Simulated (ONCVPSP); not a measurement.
Gd: one change to an ONCV potential, before and after

gadolinium (Gd), optimised norm-conserving Vanderbilt (ONCV), made with ONCVPSP 4.0.1 (LDA (Perdew-Wang 92), scalar-relativistic). Core [Kr] 4d10, reference 4f6 5s2 5p6 5d2 6s2. Waves: 5s+6s: rc 2.20 bohr, ncon 5, nbas 8, qcut 5.7 1/bohr, 2 projectors; 5p: rc 1.50 bohr, ncon 4, nbas 7, qcut 5.1 1/bohr, 1 projector; 5d: rc 3.00 bohr, ncon 5, nbas 10, qcut 5 1/bohr, 2 projectors, debl 3.1 Ha; 4f: rc 0.80 bohr, ncon 4, nbas 8, qcut 23.4 1/bohr, 2 projectors, debl 2.9 Ha. Local part: polynomial inside 0.75 bohr (lpopt 5, dvloc0 1 Ha). Core correction: Teter function, fcfact 2, rcfact 1.1.

Change: all radii but the core radius scaled by about 0.90 (s 1.98, p 1.34, d 2.68, f 0.72 bohr); local potential polynomial inside 0.68 bohr (lpopt 5, dvloc0 1 Ha).

Cutoffs: the cutoffs (Ha) at which the residual kinetic energy of the hardest occupied pseudo-wave falls to 1 and 0.1 mHa per electron; they do not see the model core or the augmentation charge, which bear on the density cutoff. Errors are all-electron minus pseudo energies relative to the spin-unpolarised reference configuration.

Task: What does the change do?

Result: The potential gets harder (208 Ha and 231 Ha → 226 Ha and 249 Ha); both files keep a bound ghost (p, s); the errors of the 4 common tests hardly move. A smaller radius makes the pseudo-wave follow the all-electron one further in, where it bends more sharply, so more plane waves are needed.

```csv
quantity,base,changed
"cutoff, loose",208 Ha,226 Ha
"cutoff, tight",231 Ha,249 Ha
loose cutoff by channel,"s 13 Ha, p 52 Ha, d 8.3 Ha, f 208 Ha","s 15 Ha, p 57 Ha, d 8.7 Ha, f 226 Ha"
bound ghosts,"s, p","s, p"
GHOST(+) flags under 300 eV,d at 201.9 eV,"d at 91.7 eV, s at 162.8 eV"
"error for 4f7 5s2 5p6 5d1 6s2, meV [ΔE -8.97 eV]",-327,-332
"error for 4f7 5s2 5p6 5d1 6s1, meV [ΔE -2.12 eV]",-305,-318
"error for 4f7 5s2 5p6 5d1 6s0, meV [ΔE 10.25 eV]",-278,-305
"error for 4f7 5s2 5p6 5d2 6s1, meV [ΔE -7.20 eV]",-246,-270
"rms error of d²Exc/dni dnj with the model core, mHa",6.46,6.41
```

 A true bound ghost makes a file unfit for plane-wave use even where its test errors are small: the radial tests pick states by their node count and pass the ghost by.
